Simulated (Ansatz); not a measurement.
Start from `[OH][Ti]([Cl])([Cl])[Cl]` and change one element to get `[SH][Ti]([Cl])([Cl])[Cl]`.

Ansatz, PBE0-D4/def2-TZVP geometries, multiplicity 1. Each molecule was computed in one conformer, which needn't be the lowest.

Scalar relativity is left out up to krypton.

| property | `[OH][Ti]([Cl])([Cl])[Cl]` |
| --- | --- |
| LUMO energy (B3LYP/def2-TZVPP) / eV | -3.47 |
| HOMO–LUMO gap (PBE0/def2-TZVPP) / eV | 6.02 |
| HOMO–LUMO gap (B3LYP/def2-TZVPP) / eV | 5.50 |
| size of the dipole moment (ωB97M-V/def2-TZVPP) / D | 2.59 |
| HOMO energy (B3LYP/def2-TZVPP) / eV | -8.97 |
| LUMO energy (PBE/def2-TZVPP) / eV | -4.08 |

Problem. What does the change do to each property? (Best estimate.)

Solution. Ansatz gave: 
| property | `[SH][Ti]([Cl])([Cl])[Cl]` | shift |
| --- | --- | --- |
| LUMO energy (B3LYP/def2-TZVPP) / eV | -3.83 | -0.36 |
| HOMO–LUMO gap (PBE0/def2-TZVPP) / eV | 4.70 | -1.32 |
| HOMO–LUMO gap (B3LYP/def2-TZVPP) / eV | 4.23 | -1.27 |
| size of the dipole moment (ωB97M-V/def2-TZVPP) / D | 0.86 | -1.73 |
| HOMO energy (B3LYP/def2-TZVPP) / eV | -8.06 | 0.91 |
| LUMO energy (PBE/def2-TZVPP) / eV | -4.49 | -0.41 |

With PBE0 the HOMO rises by 0.93 eV and the LUMO falls by 0.38 eV, so the gap narrows by about 1.31 eV. PBE moves the HOMO by 0.78 eV and ωB97M-V by 0.99 eV. Dipoles are sizes alone; their direction can turn.

B3LYP here is the variant with VWN-RPA as its local correlation; programs differ in this.
